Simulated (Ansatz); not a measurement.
input.yaml

```yaml
crystal:
  periodic: [false, false, false]
  atoms:
    - { symbol: Ge, position_ang: [0.0, 0.0, 0.0] }
    - { symbol: H, position_ang: [1.0763, 0.0, 1.3798] }
    - { symbol: H, position_ang: [1.6596, 0.0, 0.5553] }
    - { symbol: F, position_ang: [-0.7913, 1.3709, -0.5594] }
    - { symbol: H, position_ang: [-0.73, -1.2648, -0.5162] }
basis:
  gaussian: { orbitals: def2-SVP }
hamiltonian:
  xc: pbe0
relax:
  f_tol: 0.15
  max_steps: 25
  restrain:
    - { distance: [1, 2], at: 0.66, k: 30.0 }
    - { distance: [0, 1], at: 2.75, k: 30.0 }
    - { distance: [0, 2], at: 2.75, k: 30.0 }
```

Launched with:

```bash
$ ansatz run input.yaml --threads 1 --pin off --max-ram 2048MiB --backend cpu --events-out ev --progress --plain --runs-dir out
```

Hardware: 1 thread of Arm Neoverse V2, with other jobs on the host.

Problem. Roughly how long does this run take, and how much memory?

Solution. 20 s, with a peak of 0.12 GiB, for 13 ionic steps.
